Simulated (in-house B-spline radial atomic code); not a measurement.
Results of a calculation; reference values are marked as such.
## Extrapolating the RPA correlation energy in partial waves: Co⁴⁺

All-electron RPA on Hartree-Fock orbitals from an all-electron radial atomic-structure program (B-spline basis), scalar-relativistic (spin-free one-electron X2C), finite nucleus, configuration [Ar] 3d5, highest spin. With empty states up to angular momentum L the sums are:

| L | E_c(L) (hartree) |
| --- | --- |
| 4 | -1.298042 |
| 5 | -1.362984 |
| 6 | -1.394047 |
| 7 | -1.410370 |

For large l each further wave adds A/(l + 1/2)⁴, because the basis must build the cusp where two electrons meet.

Problem. Estimate the limit from L = 6 and L = 7.

Solution. Wave 7 adds -0.016323, against a sum of (l + 1/2)⁻⁴ of 3.16049e-04, so A = -51.647. The sum over l > 7 is ζ(4, 8.5) = 6.4602e-04, close to 1/(3 × 8³) = 6.5104e-04. The tail is -0.033365 and the limit -1.44374 hartree.

Problem. How good is the estimate?

Solution. A run to L = 11 sums to -1.43088 and extrapolates to -1.43868 hartree, 0.50 millihartree from the run before. The estimate differs from that by -5.05 millihartree, while the bare sum at L = 7 misses 28.3 millihartree (2.0 %).
